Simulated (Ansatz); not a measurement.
Molecule: C₆H₁₂, charge 0, multiplicity 1. 
Geometry from a B3LYP-D3(BJ)/def2-TZVP (Ansatz, a program for electronic structure) optimisation:
```
C
C 1 1.3347
H 2 1.0875 1 116.95
C 2 1.4971 3 114.61 1 179.84
H 4 1.0886 2 113.15 3 179.02
H 4 1.0942 5 107.84 2 122.92
H 4 1.0944 5 107.59 6 114.50
C 1 1.5037 2 124.39 3 -179.70
H 8 1.0874 1 112.96 2 8.36
H 8 1.0934 9 107.60 5 110.37
H 8 1.0942 9 107.95 10 114.67
C 1 1.5094 2 120.32 3 0.51
H 12 1.0921 1 109.15 2 -7.32
H 12 1.0965 13 106.64 1 117.70
C 12 1.5331 13 109.21 14 117.26
H 15 1.0910 12 111.77 13 -175.71
H 15 1.0916 16 107.53 12 -121.74
H 15 1.0919 16 107.88 17 -116.37
```
Charge 0, spin multiplicity 1.

Basis-set convergence of Hartree-Fock and CCSD correlation energies (hartree) with Ansatz. Correlated levels leave the core frozen unless marked. Spin-orbit coupling is left out. Non-relativistic.

| basis | functions | E(HF) | E(corr, CCSD) |
|---|---|---|---|
| cc-pVDZ | 144 | -234.19678 | -0.92901 |
| cc-pVTZ | 348 | -234.26151 | -1.09927 |
| cc-pVQZ | 690 | -234.27638 | -1.14992 |

Extrapolating the two largest sets (X = 3 and 4) as X^-3: E(corr) = (64·(-1.14992) - 27·(-1.09927))/37 = -1.1869 Eh, an estimate of the basis-set limit. The largest set recovers 96.9 % of it, the smallest 78.3 %.
